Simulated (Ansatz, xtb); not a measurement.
**CH2BClF: 3 structures ranked**

3 gas-phase structures of CH2BClF, found in a search over its isomers (lower ones may exist). Each was relaxed with GFN2-xTB; where two conformers were screened, the lower at r2SCAN-D4/def2-SVP is listed:

A. `[CH2]B(F)Cl`, a doublet
B. `FB[CH]Cl`, a doublet
C. `F[CH]BCl`, a doublet

Problem. Estimate their order in r2SCAN-D4/def2-SVP energy at these geometries, lowest first.

Solution. Calculated order at r2SCAN-D4/def2-SVP: A (0.0), B (34.9), C (49.1) kcal/mol.

Energies above the lowest of each column, in kcal/mol; the last columns are at B3LYP-D3(BJ)/6-311G** geometries and were run for some of them only (a dash: not run or not comparable):

| structure | GFN2-xTB | HF/STO-3G | r2SCAN-D4/def2-SVP | B3LYP-D3(BJ)/6-311G** | CCSD(T)/def2-SVP + ΔMP2/def2-TZVPP |
| --- | --- | --- | --- | --- | --- |
| A | 0.0 | 0.0 | 0.0 | 0.0 | 0.0 |
| B | 11.0 | 36.0 | 34.9 | 31.5 | 32.0 |
| C | 22.5 | 43.6 | 49.1 | – | – |

Every level run on A puts it lowest or level with the lowest. Flexible structures stand in one conformer each, not always the lowest. Frequencies (B3LYP-D3(BJ)/6-311G**) were run for A, B alone. The ΔMP2 step shifts differences by up to 3.1 kcal/mol, which makes them less sure. Open shells are spin-unrestricted. ΔMP2 is the change of the MP2 energy from the smaller to the larger basis.

Programs: Ansatz 0.2.0, xtb 6.7.1 (Pople sets with spherical d functions).
